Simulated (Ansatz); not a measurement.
ClI, SMILES ClI (connectivity only; charge and spin as stated), charge -1, multiplicity 2.

Geometry optimised at PBE-D3(BJ)/def2-TZVPD. The spin state was assumed, not searched. The def2 effective core potentials stand for the cores of I; spin–orbit coupling is left out.

Two levels are set side by side: PBE/def2-TZVPD (Ansatz, an electronic-structure program) and ωB97X-V/def2-TZVPD (Ansatz). Energy differences of separate SCF runs at the same geometry; the states with an electron removed or added have multiplicity 1. Differences are taken from unrounded values.

| quantity | PBE |
|---|---|
| vertical ionisation energy (eV) | 3.68 |

These are the PBE values. What does ωB97X-V give? (The exact figures need the calculation; the answer reports its results.)


```tsv
quantity	ωB97X-V	PBE minus ωB97X-V
vertical ionisation energy (eV)	4.03	-0.35
```
